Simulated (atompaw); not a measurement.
**Building the PAW (atompaw) potential for Nd (PBE, scalar-relativistic).**

```
Element                 : Nd
Generator               : atompaw 4.2.0.5
Type                    : PAW
Functional              : PBE
Relativity              : scalar-relativistic
Frozen core             : [Kr] 4d10 5s2
Valence charge          : 12
Reference configuration : 4f3 5p6 5d1 6s2 6p0
Partial waves           : 6s (bound): rc 3.00 bohr; 6s channel at 0.3 Ry: rc 3.00 bohr; 5p (bound): rc 2.00 bohr; 6p (bound, empty): rc 2.40 bohr; 5d (bound): rc 3.00 bohr; 5d channel at 2.5 Ry: rc 3.00 bohr; 4f (bound): rc 0.85 bohr; 4f channel at 1.2 Ry: rc 0.85 bohr
Local potential         : troulliermartins scheme with l = 4 at 0 Ry, radius 2.55 bohr
Core correction         : smooth core density matched at 2.35 bohr
Augmentation charge     : sinc compensation charge, radius 2.85 bohr; PAW radius 3.00 bohr; waves and projectors: custom rrkj vanderbiltortho
```

All-electron outer shells of the reference configuration (PBE, scalar-relativistic, ld1.x):

```
shell  level (eV)  outermost node (bohr)  outermost maximum (bohr)
   4d     -123.13                   0.29                      0.62
   5s      -43.70                   0.72                      1.31
   5p      -24.67                   0.77                      1.48
   4f       -6.90                      –                      0.65
   6s       -3.87                   1.74                      3.60
   5d       -2.92                   0.87                      2.08
   6p       -1.34                   2.07                      4.74
```

Calculated quality:

```json
{
 "Cutoffs needed": "200 Ry and 300 Ry (the cutoffs (Ry, on a coarse ladder) from which the occupation-weighted sum of valence levels, in a spherical-Bessel basis at the reference potential, stays within 10 and 1 mRy of its value at 400 Ry)",
 "Ghost test": "ghost state, extra bound levels that the all-electron valence spectrum of the same l lacks: s at -49.0 eV; a true bound ghost makes a file unfit for plane-wave use (spherical-Bessel basis up to 400 Ry, 20 bohr box)",
 "Lowest eigenvalue of the overlap operator": "0.25 (p channel)",
 "Overlap eigenvalues printed by atompaw (projector basis)": "0.375, 1.26, 1.55, 1.88, 53.1, 53.9, 4.11e+03, 9e+03",
 "Warning": "the pseudo core plus compensation charge is negative at some radii, so no UPF file was written",
 "Share of each valence orbital outside the PAW sphere": "6s 81 %, 5p 3 %, 6p 94 %, 5d 38 %, 4f 1 %"
}
```

Generation and tests took about 19 s on one core of a shared server CPU.
